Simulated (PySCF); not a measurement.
Isomers of C3H7ClO2S, one conformer each; single-point electronic energies without zero-point terms and without any empirical dispersion term.

Computed with PySCF at wB97X-D/pcSseg-2, non-relativistic, each on one gas-phase PBE0-D3(BJ)/def2-TZVP geometry that isn't relaxed in the solvent. The solvent is an IEF-PCM continuum (van der Waals radii × 1.2). Specific hydrogen bonds and non-electrostatic terms are outside this model.

| isomer | relative energy, gas (kcal/mol) | dipole (D) |
| --- | --- | --- |
| `CC(C)S(=O)(=O)Cl` | 0.0 | 4.45 |
| `CCCS(=O)(=O)Cl` | 2.4 | 4.29 |

Question: How do the relative energies look in chloroform (ε = 4.711)?

Answer: 
```
            isomer  relative energy, solvent (kcal/mol)  E(solvent) − E(gas) (kcal/mol)  dipole in solvent (D)
`CC(C)S(=O)(=O)Cl`                                  0.0                            -5.0                   5.34
  `CCCS(=O)(=O)Cl`                                  2.3                            -5.1                   5.14
```

The order is unchanged. Conformers: `[CH3:1][CH:2]([CH3:3])[S:4](=[O:5])(=[O:6])[Cl:7]` with C1–C2–S4–O5 177°; `[CH3:1][CH2:2][CH2:3][S:4](=[O:5])(=[O:6])[Cl:7]` with C1–C2–C3–S4 77°, C2–C3–S4–O5 177°. The gains span 0.1 kcal/mol, the gas-phase energies 2.4 kcal/mol.
